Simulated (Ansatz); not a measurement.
Molecular dynamics of CH$_{2}$ClSi$_{2}$, charge -1

input.yaml

```yaml
crystal:
  periodic: [false, false, false]
  atoms:
    - { symbol: Si, position_ang: [0.709818, -2.748175, 0.778591] }
    - { symbol: C, position_ang: [0.338192, -1.191857, 0.346652] }
    - { symbol: Si, position_ang: [0.006502, 0.484723, -0.098162] }
    - { symbol: Cl, position_ang: [-2.010331, 0.890076, -0.781685] }
    - { symbol: H, position_ang: [0.810589, 1.051669, -1.241272] }
    - { symbol: H, position_ang: [0.14523, 1.513565, 0.995876] }
total_charge: -1
basis:
  gaussian: { orbitals: def2-SVP }
hamiltonian:
  xc: b3lyp
  dispersion: d4
md:
  timestep: 4.0
  n_steps: 120
  ensemble: nvt_langevin
  temperature: 100.0
  initial_velocities: maxwell_boltzmann
  seed: 751813
  friction: 0.05
```

Run as:

```bash
$ ansatz run input.yaml --threads 1 --pin off --max-ram 2048MiB --backend cpu --events-out ev --progress --plain --runs-dir out
```

It starts from a relaxed structure.

Output, in part (step lines, the closing report, with atoms numbered from 0):

```
md step     0: t =     0.00 fs  T =    83.3 K  F+E_penalty+E_count = -29340.00695897 eV  E_kin = 0.064630 eV  (27 SCF iters)
[... lines left out ...]
Total energy: -29339.96766700 eV, -1078.2239244179 hartree
Atom 0 at     0.973217    -2.528935     0.981095 Å, force    -0.101009     0.666897    -0.397017 eV/Å
Atom 1 at     0.632806    -1.071750     0.222450 Å, force     0.058320    -0.647309     0.500456 eV/Å
Atom 2 at     0.090054     0.492098    -0.398399 Å, force     0.513303     0.266039     0.421104 eV/Å
Atom 3 at    -2.004867     0.626604    -0.782305 Å, force    -0.351231     0.062283    -0.123388 eV/Å
Atom 4 at     0.704109     0.900935    -1.709223 Å, force    -0.060147     0.086772    -0.095551 eV/Å
Atom 5 at     0.300197     1.724511     0.512553 Å, force    -0.059237    -0.434682    -0.305604 eV/Å
Dipole moment:    -0.419207     0.567911    -0.280215 e Å
```

The steps, from the saved trajectory:

```tsv
time (fs)	T (K)	potential energy less start (eV)
0.0	83	0.000
16.0	50	0.030
32.0	93	0.054
48.0	156	0.041
64.0	136	0.031
80.0	126	0.078
96.0	189	0.071
112.0	107	0.028
128.0	57	0.059
144.0	66	0.048
160.0	99	0.032
176.0	36	0.033
192.0	173	0.057
208.0	120	0.099
224.0	154	0.058
240.0	88	0.083
256.0	86	0.061
272.0	124	0.073
288.0	54	0.096
304.0	81	0.104
320.0	69	0.047
336.0	79	0.018
352.0	125	0.028
368.0	129	0.028
384.0	46	0.049
400.0	116	0.050
416.0	63	0.080
432.0	167	0.068
448.0	135	0.038
464.0	71	0.057
480.0	101	0.040
```

All steps were run. A step of 4 fs is long for free X–H stretches (periods near 10 fs) and can bias their spread and the temperature. A run of 0.48 ps of so small a system gives no equilibrium averages. Limits of this set-up: an anion without diffuse functions, the dipole of an ion depends on the origin.

The same pairs are bonded in the first frame and the last. Pairs count as bonded within 1.25 times the sum of covalent radii (0.12 Å more for H–H).

Last frame:

```xyz
6
Properties=species:S:1:pos:R:3
Si 0.973 -2.529 0.981
C 0.633 -1.072 0.222
Si 0.090 0.492 -0.398
Cl -2.005 0.627 -0.782
H 0.704 0.901 -1.709
H 0.300 1.724 0.513
```

Run time: 5.2 min on 1 CPU thread of a shared host.
